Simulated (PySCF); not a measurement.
Mapped SMILES: `[CH3:1][C:2]1=[CH:3][CH:4]=[CH:5][Si@H:6]1[N:7]([SiH3:8])[SiH3:9]`. Hydrogens are named by the atom that carries them.

PySCF 2.14 calculation with GIAO PBE0/pcSseg-1 shieldings and GFN2-xTB geometry; a single conformation, no solvent, equivalent nuclei averaged, non-relativistic.

Shifts are taken against calculated references (same method and geometry level): TMS for 13C (σ = 186.93 ppm).

Q: Do the 13C shifts follow the atomic charges (in e)? Tabulate both.

A: 
| atoms | hybridisation | δ (ppm) | σ para (ppm) | Hirshfeld | IAO | Mulliken | ESP-fitted |
| --- | --- | --- | --- | --- | --- | --- | --- |
| C4 | sp2 | 157.1 | -226 | -0.04 | -0.12 | -0.07 | -0.06 |
| C2 | sp2 | 151.9 | -232 | -0.08 | -0.26 | -0.57 | +0.05 |
| C3 | sp2 | 147.6 | -215 | -0.06 | -0.16 | -0.06 | -0.21 |
| C5 | sp2 | 130.6 | -208 | -0.16 | -0.46 | -0.45 | -0.50 |
| C1 | sp3 | 22.1 | -81 | -0.12 | -0.42 | -0.15 | -0.55 |

Correlation coefficients of δ with charge over these carbons: Hirshfeld +0.50, IAO +0.62, Mulliken -0.18, ESP-fitted +0.74; with the paramagnetic shielding -1.00. Among the 4 sp2 carbons alone: Hirshfeld +0.94, IAO +0.91, Mulliken +0.39, ESP-fitted +0.92. With so few points, grouped by hybridisation, these coefficients are fragile. Charge is one influence among several: hybridisation and low-lying excitations act through the paramagnetic term.

Shifts are as computed. Against solution values, carbons near 30 ppm lie about +3 ppm off and those near 130 ppm about +5 ppm. Of 1211 compounds with measured shifts, 218 miss one by over three times the rms of a fit or turn the order of signals round; such compounds aren't used in these exercises.
